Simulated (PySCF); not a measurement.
## B⁺: excitation energy

B⁺ [He] 2s2 (1S) → B⁺ [He] 2s1 3d1 (3D), as a difference of total energies. Calculation: PySCF 2.14, in aug-cc-pwCVTZ (7s6p4d2f, 59 functions); no relativity, point nucleus. Correlated levels: valence and next inner shell: nothing frozen. The calculations carry no spin-orbit coupling.

```json
{"method": "UHF", "excitation energy (cm⁻¹)": "139240"}
{"method": "MP2 (valence and next inner shell)", "excitation energy (cm⁻¹)": "147040"}
{"method": "SCS-MP2 (valence and next inner shell)", "excitation energy (cm⁻¹)": "149140"}
{"method": "CCSD (valence and next inner shell)", "excitation energy (cm⁻¹)": "150950"}
{"method": "CCSD(T) (valence and next inner shell)", "excitation energy (cm⁻¹)": "151070"}
```

The promoted electron is Rydberg-like, and one or two diffuse shells describe it only roughly, which tends to raise the upper state.
